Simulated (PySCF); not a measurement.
Molfile (atoms numbered from 1):
```
C7H12P
     RDKit          3D

 20 19  0  0  0  0  0  0  0  0999 V2000
   -2.0835    2.2200    0.7963 C   0  0  0  0  0  0  0  0  0  0  0  0
   -1.5567    1.6213   -0.1134 C   0  0  0  0  0  0  0  0  0  0  0  0
   -0.9186    0.8561   -1.1678 C   0  0  0  0  0  0  0  0  0  0  0  0
   -0.3462   -0.7357   -0.4910 P   0  0  2  0  0  0  0  0  0  0  0  0
   -1.7442   -1.7117    0.0693 C   0  0  0  0  0  0  0  0  0  0  0  0
    0.8665   -0.4451    0.8250 C   0  0  0  0  0  0  0  0  0  0  0  0
    1.9449    0.4924    0.3643 C   0  0  0  0  0  0  0  0  0  0  0  0
    3.1485    0.0966   -0.0520 C   0  0  0  0  0  0  0  0  0  0  0  0
   -2.5551    2.7824    1.5851 H   0  0  0  0  0  0  0  0  0  0  0  0
   -1.6031    0.6480   -2.0087 H   0  0  0  0  0  0  0  0  0  0  0  0
   -0.0363    1.3749   -1.5820 H   0  0  0  0  0  0  0  0  0  0  0  0
    0.3076   -1.4210   -1.5373 H   0  0  0  0  0  0  0  0  0  0  0  0
   -2.3064   -1.1232    0.8102 H   0  0  0  0  0  0  0  0  0  0  0  0
   -1.3882   -2.6443    0.5309 H   0  0  0  0  0  0  0  0  0  0  0  0
   -2.4000   -1.9516   -0.7806 H   0  0  0  0  0  0  0  0  0  0  0  0
    0.3007   -0.0418    1.6822 H   0  0  0  0  0  0  0  0  0  0  0  0
    1.2611   -1.4332    1.1141 H   0  0  0  0  0  0  0  0  0  0  0  0
    1.6989    1.5597    0.3939 H   0  0  0  0  0  0  0  0  0  0  0  0
    3.8966    0.8276   -0.3676 H   0  0  0  0  0  0  0  0  0  0  0  0
    3.4426   -0.9581   -0.0738 H   0  0  0  0  0  0  0  0  0  0  0  0
  1  2  3  0
  2  3  1  0
  3  4  1  0
  4  5  1  0
  4  6  1  0
  6  7  1  0
  7  8  2  0
  1  9  1  0
  3 10  1  0
  3 11  1  0
  4 12  1  6
  5 13  1  0
  5 14  1  0
  5 15  1  0
  6 16  1  0
  6 17  1  0
  7 18  1  0
  8 19  1  0
  8 20  1  0
M  CHG  1   4   1
M  END
```

Geometry: PBE0-D3(BJ)/def2-SVP; GIAO shifts from PySCF 2.14, gas phase, non-relativistic, averaged over equivalent atoms.

At PBE0/pcSseg-1 (203 basis functions, 47 s wall time on 1 thread of an Arm Neoverse V2, shared host):
| atoms | δ (ppm) |
| --- | --- |
| C8 | 143.4 |
| C7 | 125.2 |
| C1 | 90.3 |
| C2 | 66.8 |
| C6 | 24.6 |
| C3 | 11.1 |
| C5 | 3.2 |
| P4 | -13.6 |
| H19 | 6.46 |
| H20 | 6.28 |
| H18 | 5.97 |
| H12 | 5.33 |
| H11 | 3.44 |
| H16 | 3.28 |
| H10 | 3.05 |
| H9 | 2.96 |
| H17 | 2.86 |
| H13/H14/H15 | 2.05 |

Scale: 13C (σref 184.41) and 1H (σref 31.27) vs TMS; 31P (σref 310.13) vs H3PO4 (reference shieldings calculated alike).

Question: Estimate the result of repeating the calculation with wB97X-D/pcSseg-1.

Answer: 
```csv
atoms,δ at wB97X-D/pcSseg-1,change
C8,144.0,+0.6
C7,125.6,+0.4
C1,90.7,+0.4
C2,67.2,+0.4
C6,23.7,-0.9
C3,10.3,-0.8
C5,3.3,+0.1
P4,-13.0,+0.6
H19,6.45,-0.01
H20,6.28,+0.00
H18,5.93,-0.04
H12,5.28,-0.05
H11,3.30,-0.14
H16,3.17,-0.11
H10,2.93,-0.12
H9,3.01,+0.05
H17,2.79,-0.07
H13/H14/H15,2.04,-0.01
```

Shifts are taken against calculated references (same method and geometry level): 13C (σ = 184.54 ppm), 1H (σ = 31.38 ppm) against TMS; 31P (σ = 307.18 ppm) against H3PO4.

The largest change is at C6 (allylic sp3 CH2 bonded to P). Cost: 203 basis functions, 48 s wall time on 1 thread of an Arm Neoverse V2, shared host. The order of the carbon signals is the same at both levels.

Experimental scales use liquid or dissolved standards, which lie at an offset from isolated H3PO4.
